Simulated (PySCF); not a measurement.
Two probes of the same atoms: core binding energy and nuclear shielding

Species: C7H12BF.
Numbering: `[CH2:1]=[C:2]1[CH2:3][C@@H:4]([B:5]([CH3:6])[CH3:7])[C@H:8]1[F:9]`

Binding energies: delta-SCF UKS SCAN, pcX-2 on the ionised atom, pcseg-1 elsewhere, spin-free X2C in PySCF. Shieldings: GIAO PBE0/pcSseg-1, non-relativistic, same geometry.

```
atom  isotropic shielding (ppm)
  C1                       68.8
  C2                       25.0
  C3                      156.7
  C4                      145.5
  C6                      170.1
  C8                       92.0
```

Q: What are the C 1s binding energies of these atoms?

A: 
| atom | environment | C 1s (eV) | isotropic shielding (ppm) |
| --- | --- | --- | --- |
| C6 | sp3 carbon bound to boron | 289.83 | 170.1 |
| C4 | sp3 carbon bound to boron | 289.95 | 145.5 |
| C1 | terminal =CH2 carbon | 290.02 | 68.8 |
| C2 | fully substituted alkene carbon | 290.50 | 25.0 |
| C3 | allylic carbon | 290.62 | 156.7 |
| C8 | sp3 C–F carbon | 292.70 | 92.0 |

Q: Among the listed atoms, is the one with the highest binding energy also the least shielded?

A: No. The highest binding energy is at C8 (292.70 eV, shielding 92.0 ppm), the lowest shielding at C2 (25.0 ppm, 290.50 eV).

Over these 6 sites the two quantities correlate at r = -0.24. By binding energy: C6 < C4 < C1 < C2 < C3 < C8. By shielding: C2 < C1 < C8 < C4 < C3 < C6.

Of atoms equivalent by bonding only the ionised one is listed; its partners' own values can differ in this conformer. The structure is a single PBE0-D3(BJ)/def2-SVP conformer in the gas phase; no vibrational or solvent corrections.

Shape of the structure used: `[CH2:1]=[C:2]1[CH2:3][C@@H:4]([B:5]([CH3:6])[CH3:7])[C@H:8]1[F:9]`: C3–C4–B5–C6 13°.
